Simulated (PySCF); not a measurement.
# Working out the ionisation energy of F⁺

F⁺ [He] 2s2 2p4 (3P) → F²⁺ [He] 2s2 2p3 (4S). Computed with PySCF 2.14 in x2c-TZVPPall with one added diffuse shell each of s, p, d type (6s4p3d1f, 40 functions), with the spin-free X2C one-electron Hamiltonian (Gaussian nucleus). Frozen: nothing. Energies in hartree (1 hartree = 27.21139 eV):

| part | F⁺ (lower) | F²⁺ (upper) |
| --- | --- | --- |
| UHF | -98.924228 | -97.696831 |
| CCSD correlation | -0.176022 | -0.130178 |
| (T) | -0.002038 | -0.001202 |

**Question.** What does Hartree-Fock give?

**Answer.** (-97.696831) − (-98.924228) = 1.227397 hartree = 33.399 eV.

**Question.** What do CCSD and CCSD(T) give?

**Answer.** The CCSD correlation energies differ by 0.045844 hartree = 1.247 eV and the triples by 0.000836 hartree = 0.023 eV, so CCSD gives 34.646 eV and CCSD(T) 34.669 eV.

Measured between the centres of the two terms (NIST): 34.950 eV, so CCSD(T) (valence and next inner shell) is off by -0.281 eV.

What remains against the reference includes basis incompleteness and higher excitations.
